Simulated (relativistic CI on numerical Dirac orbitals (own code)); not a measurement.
# Electric-dipole transitions in I15+

Computed by Dirac-Coulomb-Breit CI, KLI orbitals optimised for each configuration, a model potential for QED, unscaled Slater integrals (own radial code, finite nucleus).

Configuration list (outside the closed core [Ar] 3d10): 4s²4p⁶4d², 4s²4p⁵4d³, 4s²4p⁶4d4f, 4s4p⁶4d³, 4s²4p⁶4d5s, 4s²4p⁵4d²4f, 4s²4p⁶4d5p, 4s4p⁶4d²4f, 4s²4p⁶4f5s, 4s²4p⁶4d5d, 4s²4p⁶4f², 4s²4p⁵4f³, 4s²4p⁶5s², 4s²4p⁵4f5s², 4s²4p⁶4f5p, 4s²4p⁵4f²5p. Double excitations out of closed p, d and f shells are left out; levels of such configurations are missing from the list, as are those of other unlisted configurations, and high levels can miss mixing partners. These lack a partner that the ground configuration has and come out too high: 4s4p⁶4d²4f.

```csv
λ vac (nm),Lower,Upper,A (s⁻¹),E lower (cm⁻¹),E upper (cm⁻¹)
9.2229,4s²4p⁶4d² ³F4 [3],4s²4p⁶4d5p ³F°3 [149],9.65e+10,28050,1112313
9.2760,4s²4p⁶4d² ¹G4 [7],4s²4p⁶4d5p ¹F°3 [154],1.61e+11,54011,1132057
10.122,4s²4p⁶4d² ³F3 [2],4s²4p⁵4d³ ¹G°4 [142],5.24e+10,15223,1003155
10.221,4s²4p⁶4d² ³F2 [1],4s²4p⁵4d³ ³D°1 [134],3.49e+11,0,978330
10.304,4s²4p⁶4d² ³F3 [2],4s²4p⁵4d³ ³D°2 [135],2.07e+11,15223,985680
10.346,4s²4p⁶4d² ³F4 [3],4s²4p⁶4d4f ¹H°5 [139],6.78e+10,28050,994576
10.386,4s²4p⁶4d² ¹D2 [5],4s²4p⁵4d³ ³S°1 [140],2.18e+11,34469,997266
10.418,4s²4p⁶4d² ³F3 [2],4s²4p⁵4d³ ³D°3 [133],7.66e+10,15223,975077
10.450,4s²4p⁶4d² ³F3 [2],4s²4p⁵4d³ ³F°4 [132],4.98e+10,15223,972187
10.460,4s²4p⁶4d² ¹D2 [5],4s²4p⁵4d³ ¹P°1 [137],6.12e+11,34469,990514
10.487,4s²4p⁶4d² ¹D2 [5],4s²4p⁵4d³ ¹F°3 [136],4.99e+11,34469,988001
10.499,4s²4p⁶4d² ³P1 [6],4s²4p⁵4d³ ¹P°1 [137],4.04e+11,38056,990514
10.536,4s²4p⁶4d² ¹G4 [7],4s²4p⁵4d³ ¹G°4 [142],1.31e+12,54011,1003155
10.542,4s²4p⁶4d² ³P0 [4],4s²4p⁵4d³ ³D°1 [134],7.79e+11,29775,978330
10.553,4s²4p⁶4d² ³P1 [6],4s²4p⁵4d³ ³D°2 [135],9.59e+11,38056,985680
10.559,4s²4p⁶4d² ³F4 [3],4s²4p⁵4d³ ³D°3 [133],2.30e+11,28050,975077
10.587,4s²4p⁶4d² ³P2 [8],4s²4p⁵4d³ ³D°3 [141],1.20e+12,55927,1000465
10.592,4s²4p⁶4d² ³F4 [3],4s²4p⁵4d³ ³F°4 [132],1.13e+12,28050,972187
10.623,4s²4p⁶4d² ³P2 [8],4s²4p⁵4d³ ³S°1 [140],9.86e+11,55927,997266
10.631,4s²4p⁶4d² ¹D2 [5],4s²4p⁵4d³ ³D°3 [133],4.04e+11,34469,975077
10.632,4s²4p⁶4d² ¹G4 [7],4s²4p⁶4d4f ¹H°5 [139],1.06e+12,54011,994576
10.635,4s²4p⁶4d² ³P1 [6],4s²4p⁵4d³ ³D°1 [134],2.11e+11,38056,978330
10.654,4s²4p⁶4d² ³P2 [8],4s²4p⁵4d³ ¹D°2 [138],1.01e+12,55927,994508
10.693,4s²4p⁶4d² ¹S0 [9],4s²4p⁵4d³ ¹P°1 [143],1.17e+12,113921,1049123
10.695,4s²4p⁶4d² ³F4 [3],4s²4p⁶4d4f ³G°5 [131],1.05e+12,28050,963049
10.700,4s²4p⁶4d² ³P2 [8],4s²4p⁵4d³ ¹P°1 [137],2.32e+11,55927,990514
10.707,4s²4p⁶4d² ¹G4 [7],4s²4p⁵4d³ ¹F°3 [136],5.21e+11,54011,988001
10.723,4s²4p⁶4d² ³F2 [1],4s²4p⁵4d³ ³F°2 [122],1.08e+12,0,932589
10.725,4s²4p⁶4d² ³F3 [2],4s²4p⁶4d4f ³G°4 [126],1.04e+12,15223,947590
10.752,4s²4p⁶4d² ³F3 [2],4s²4p⁵4d³ ³F°3 [125],1.00e+12,15223,945313
10.783,4s²4p⁶4d² ³F3 [2],4s²4p⁵4d³ ³D°2 [124],7.80e+11,15223,942627
10.788,4s²4p⁶4d² ³F2 [1],4s²4p⁶4d4f ³G°3 [120],1.10e+12,0,926960
10.793,4s²4p⁶4d² ¹D2 [5],4s²4p⁵4d³ ¹D°2 [130],1.02e+12,34469,960964
10.807,4s²4p⁶4d² ³F4 [3],4s²4p⁵4d³ ³D°3 [127],6.91e+11,28050,953387
10.844,4s²4p⁶4d² ³F2 [1],4s²4p⁵4d³ ³D°1 [119],7.14e+11,0,922183
10.857,4s²4p⁶4d² ¹G4 [7],4s²4p⁵4d³ ³D°3 [133],3.94e+11,54011,975077
10.875,4s²4p⁶4d² ³F4 [3],4s²4p⁶4d4f ³G°4 [126],6.11e+10,28050,947590
10.876,4s²4p⁶4d² ¹D2 [5],4s²4p⁵4d³ ³P°1 [128],3.54e+11,34469,953936
10.880,4s²4p⁶4d² ³P1 [6],4s²4p⁵4d³ ³P°0 [129],9.75e+11,38056,957149
10.882,4s²4p⁶4d² ¹D2 [5],4s²4p⁵4d³ ³D°3 [127],2.01e+11,34469,953387
10.902,4s²4p⁶4d² ³F4 [3],4s²4p⁵4d³ ³F°3 [125],6.33e+10,28050,945313
10.918,4s²4p⁶4d² ³P1 [6],4s²4p⁵4d³ ³P°1 [128],4.59e+11,38056,953936
10.979,4s²4p⁶4d² ¹D2 [5],4s²4p⁵4d³ ³F°3 [125],7.49e+10,34469,945313
11.055,4s²4p⁶4d² ³P1 [6],4s²4p⁵4d³ ³D°2 [124],1.16e+11,38056,942627
11.206,4s²4p⁶4d² ³P0 [4],4s²4p⁵4d³ ³D°1 [119],1.66e+11,29775,922183
```

Terms are leading LS components. Brackets give the number of a level in order of energy, since labels repeat. The list gives strong lines, with weight on those to low levels, without lines whose two gauges differ by over a factor of 2.5, among the lowest 200 of 1529 levels, so that lines to higher ones, which can be the strongest, are missing. Levels whose partners in the same complex of configurations lie outside the list can be far off, and so can their lines. Rates are taken at the computed energies, electric ones in the length gauge.

At this charge energies of transitions that change n are usually good to better than 1 %, and those within a shell (Δn = 0) to a few per cent. Terms inside the open d or f shell come out 10 to 20 % too wide with unscaled integrals. Levels and lines within the n = 5 or 6 shells can be off by up to 10 % or somewhat more, and those that change n by about 2 %, since core polarisation is missing.

LS names give the leading component of a level, which can be under half, so a name can repeat, a term be missing and a line seem to break the LS rules.
